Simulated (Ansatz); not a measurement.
Reactions of `C[CH2][GeH]`.

Computed with Ansatz on PBE0-D4/def2-TZVP structures; ΔE is electronic, products minus reactants. CCSD(T)/CBS is the MP2 limit (def2-TZVPP, def2-QZVPP) plus CCSD(T) − MP2 in def2-TZVPP, frozen cores. This one scheme is used for every species, atoms too. No spin–orbit coupling; open shells (•) take unrestricted orbitals. Spin–orbit coupling would lower the free atoms: a little for C; clearly for Ge. For Ge outer-core shells are correlated without core-valence functions, so the limit isn't a true one: a few kJ/mol of doubt a bond, and 10 to 20 or more in all where bonds break to atoms. Scalar relativity is left out up to krypton. One conformer a species, not always the lowest.

Task: Order these by ΔE at CCSD(T)/CBS, lowest first. (An estimate is asked.)
A. `C[CH2][GeH]` + H₂S → `[SH][GeH]` + ethane
B. `C[CH2][GeH]` → `[GeH2]` + ethylene
C. `C[CH2][GeH]` → 2 C• + Ge• + 6 H•
D. `C[CH2][GeH]` + `[SiH3]N[SiH3]` → `[SiH3][N]([SiH3])[GeH]` + ethane
E. `C[CH2][GeH]` → `[CH2]` (triplet) + `[CH3][GeH]`
F. `C[CH2][GeH]` + H–F → `[F][GeH]` + ethane
G. `C[CH2][GeH]` + H₂ → `[GeH2]` + ethane
H. `C[CH2][GeH]` + NH₃ → `CCN` + `[GeH2]`

Result: A (-30.9 kcal/mol), F (-28.2 kcal/mol), D (-25.7 kcal/mol), G (-7.7 kcal/mol), H (+15.1 kcal/mol), B (+31.8 kcal/mol), E (+101.8 kcal/mol), C (+738.7 kcal/mol).

Largest T1 diagnostic: 0.015, for `[SH][GeH]`.
